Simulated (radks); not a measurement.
Q: Valence configurations of the hafnium ion Hf+ (all share [Xe]). Calculated with a radial shooting solver on a logarithmic mesh with Libxc functionals: non-relativistic Kohn-Sham, BLYP, spin-polarised, spherical densities, point nucleus; open shells are filled with parallel spins first (spin-orbit coupling, left out, can overturn this in heavy ions); relativity is left out, which matters for an element this heavy. Order these by energy: 4f14 5d3; 4f13.5 5d2 6s1 6p0.5; 4f12.5 5d2.5 6s1 6p1; 4f14 5d1 6s2; 4f14 5d2 6s1; 4f14 6s2 6p1; 4f13 5d2 6s1 6p1; 4f13.5 5d1.5 6s2; 4f13 5d1 6s2 6p1; 4f12.5 5d1.5 6s2 6p1.

A: From the lowest, in eV above it: 4f14 5d2 6s1 0.000; 4f14 5d3 0.173; 4f14 5d1 6s2 1.413; 4f14 6s2 6p1 7.443; 4f13.5 5d1.5 6s2 12.550; 4f13.5 5d2 6s1 6p0.5 12.893; 4f13 5d2 6s1 6p1 28.543; 4f13 5d1 6s2 6p1 33.015; 4f12.5 5d2.5 6s1 6p1 42.980; 4f12.5 5d1.5 6s2 6p1 48.290. NIST lists [Xe] 4f14 5d1 6s2 as the ground configuration; this level of theory puts 4f14 5d2 6s1 lower, by 1.413 eV. The energies are those of spherical high-spin densities, not of single terms. Relativity is left out, which favours d and f over s occupation in heavy atoms.
